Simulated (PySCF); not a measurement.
Start geometry of SeMe2, `C[Se]C` from GFN2-xTB (Å):
```
atom  x, y, z in Å
Se1    0.061   -0.078   -1.289
C2     1.443   -0.029   -0.013
H3     1.335   -0.925    0.570
H4     1.489    0.876    0.612
H5     2.386   -0.023   -0.592
C6    -1.472    0.030   -0.013
H7    -1.371    0.915    0.594
H8    -1.340   -0.851    0.610
H9    -2.398    0.015   -0.505
```

Problem. What comes out of this run: PBE0-D3(BJ)/def2-SVP geometry optimisation, gas phase (PySCF)?

Solution. 
```
atom  x, y, z in Å
Se1    0.0035   -0.0261   -1.2995
C2     1.4665   -0.0332   -0.0254
H3     1.4251   -0.9276    0.6121
H4     1.4462    0.8732    0.5960
H5     2.4008   -0.0495   -0.6030
C6    -1.4370    0.0173   -0.0003
H7    -1.3812    0.9269    0.6141
H8    -1.4102   -0.8738    0.6426
H9    -2.3809    0.0236   -0.5621
```

The energy falls by 4.9 kcal/mol over 5 energy and gradient evaluations, the largest force component goes from 0.0507 to 9.5e-05 Eh/bohr, and the atoms move by 0.060 Å rms after alignment. Among the bonds, Se1–C2 and Se1–C6 change most and about equally (-0.057 to +0.058 Å). Bonds longer at the end by more than 0.005 Å: 5 of 8; shorter: 2. Among the angles that change most is Se1–C6–H8, from 103.3° to 110.8°. Rotational constants go from 11650, 6852, 4564 to 11419, 6878, 4545 MHz. The orientation of the end geometry is arbitrary; only internal coordinates are fixed.

The run used 90 basis functions and 31 SCF cycles in all. The run took 4.0 s wall, 31 s CPU on Intel Xeon 6975P-C, 4 threads, shared host with 192 logical CPUs at a one-minute load of 66, and the process peaked at 0.39 GiB of memory.

Not checked by PBE0-D3(BJ)/def2-SVP frequencies.
